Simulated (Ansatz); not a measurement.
Start from `O[Si@H](Cl)[Si@H](F)Cl` and change one atom or group to get `O[Si@H](Cl)[Si@@H](O)F`.

Ansatz, PBE0-D4/def2-TZVP geometries, multiplicity 1. Each molecule was computed in one conformer, which needn't be the lowest.

```csv
property,`O[Si@H](Cl)[Si@H](F)Cl`
HOMO–LUMO gap (PBE0/def2-TZVPP) / eV,7.02
HOMO energy (PBE0/def2-TZVPP) / eV,-8.19
HOMO energy (ωB97M-V/def2-TZVPP) / eV,-10.23
size of the dipole moment (B3LYP/def2-TZVPP) / D,0.18
LUMO energy (PBE0/def2-TZVPP) / eV,-1.17
LUMO energy (PBE/def2-TZVPP) / eV,-2.00
```

Q: Give the same properties after the change, and the shifts. (Best estimate.)

A: Ansatz gave: 
```
                                        property  `O[Si@H](Cl)[Si@@H](O)F`  shift
            HOMO–LUMO gap (PBE0/def2-TZVPP) / eV                      7.23   0.21
              HOMO energy (PBE0/def2-TZVPP) / eV                     -8.03   0.16
           HOMO energy (ωB97M-V/def2-TZVPP) / eV                    -10.09   0.14
size of the dipole moment (B3LYP/def2-TZVPP) / D                      1.57   1.39
              LUMO energy (PBE0/def2-TZVPP) / eV                     -0.80   0.37
               LUMO energy (PBE/def2-TZVPP) / eV                     -1.63   0.37
```

With PBE0 the HOMO rises by 0.16 eV and the LUMO rises by 0.37 eV, so the gap widens by about 0.21 eV. PBE moves the HOMO by 0.18 eV and ωB97M-V by 0.14 eV. Dipoles are sizes alone; their direction can turn.

B3LYP here is the variant with VWN-RPA as its local correlation; programs differ in this.
